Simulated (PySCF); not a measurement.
Calculation: PBE-D3(BJ)/def2-TZVP // B3LYP-D3(BJ)/def2-TZVP (PySCF). Isolated molecules, 0 K electronic values unless said otherwise. Excitations are Tamm–Dancoff values on a coarser integration grid. The basis has no diffuse functions, so Rydberg states are missing or too high.

Reference species (SMILES): `O1C[SiH2]C1` (neutral, multiplicity 1).

The S1 excitation (TDA) is 4.85 eV and the S1–T1 gap (TDA) is 0.07 eV. The S1 oscillator strength is 0.000.

Changed species: `C1C[SiH2]O1`.

### Question
Give the shifts of the S1 excitation (TDA), S1–T1 gap (TDA) and S1 oscillator strength.

### Answer
the S1 excitation (TDA) goes up by 0.60 eV, to 5.45 eV; the S1–T1 gap (TDA) increases by 0.17 eV, to 0.24 eV; the S1 oscillator strength stays essentially unchanged.
